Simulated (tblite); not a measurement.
Compound: C7H11N3.
Atom-mapped SMILES: `[CH2:1]=[CH:2][c:3]1[cH:4][n:5]([CH2:6][CH2:7][CH3:8])[n:9][n:10]1` (hydrogens: H11, H12 on C1; H13 on C2; H14 on C4; H15, H16 on C6; H17, H18 on C7; H19, H20, H21 on C8)

A start from a force field or distance geometry was refined with GFN2-xTB geometry optimisation, gas phase (tblite 0.8.0). Values at the start:

```tsv
coordinate	start
C1=C2	1.335 Å
C1–H11	1.092 Å
C1–H12	1.074 Å
C2–C3	1.407 Å
C2–H13	1.099 Å
C3–C4	1.391 Å
C3–N10	1.367 Å
C4–N5	1.372 Å
N5–C6	1.452 Å
N5–N9	1.346 Å
C6–C7	1.524 Å
C6–H15	1.100 Å
C7–C8	1.528 Å
C7–H17	1.101 Å
C8–H19	1.093 Å
N9–N10	1.320 Å
C1–C2–C3	127.9°
C2–C3–C4	128.7°
C3–C4–N5	102.6°
C4–C3–N10	109.5°
C4–N5–C6	127.3°
C4–N5–N9	111.9°
N5–C6–C7	113.2°
N5–N9–N10	107.4°
C1–C2–C3–C4	1°
C4–N5–C6–C7	-108°
```

**Question.** How do these coordinates change at the GFN2-xTB level?

**Answer.** 
```
 coordinate  GFN2-xTB (Å or °)  change
     N9–N10              1.275  -0.045
      C2–C3              1.444  +0.037
      C4–N5              1.349  -0.023
     C2–H13              1.081  -0.018
      N5–N9              1.330  -0.016
     C1–H11              1.077  -0.015
      N5–C6              1.437  -0.015
     C3–N10              1.357  -0.010
     C7–H17              1.091  -0.010
      C1=C2              1.327  -0.008
      C6–C7              1.532  +0.008
     C6–H15              1.093  -0.007
      C7–C8              1.523  -0.005
     C8–H19              1.089  -0.004
      C3–C4              1.388  -0.003
     C1–H12              1.076  +0.002
   C1–C2–C3              124.8    -3.1
   C2–C3–C4              131.6    +2.9
  C4–C3–N10              106.9    -2.6
   C4–N5–N9              109.8    -2.1
   N5–C6–C7              111.1    -2.1
   C3–C4–N5              104.6    +2.0
   C4–N5–C6              129.0    +1.7
  N5–N9–N10              109.0    +1.6
C4–N5–C6–C7               -104      +4
C1–C2–C3–C4                 -1      -2
```

The energy falls by 4.0 kcal/mol over 61 L-BFGS steps, the largest force on an atom goes from 2.35 to 0.010 eV/Å, and the atoms move by 0.093 Å rms after alignment. The bond that changes most is N9–N10 (both ends pyridine-type nitrogen), which shortens by 0.045 Å. Bonds longer at the end by more than 0.005 Å: 3 of 21; shorter: 12. Rotational constants go from 2848, 757.0, 667.4 to 2875, 774.8, 685.6 MHz.

Its GFN2-xTB frequencies are all real (lowest 21 cm⁻¹). One conformer, not necessarily the lowest. 3 starts were optimised and ended at 0.00, 0.04 and 0.17 kcal/mol (GFN2-xTB); the lowest of these is shown.

The values belong to the conformer `[CH2:1]=[CH:2][c:3]1[cH:4][n:5]([CH2:6][CH2:7][CH3:8])[n:9][n:10]1`: C1–C2–C3–C4 -1°, C4–N5–C6–C7 -104°, N5–C6–C7–C8 66°.

These are computed values.
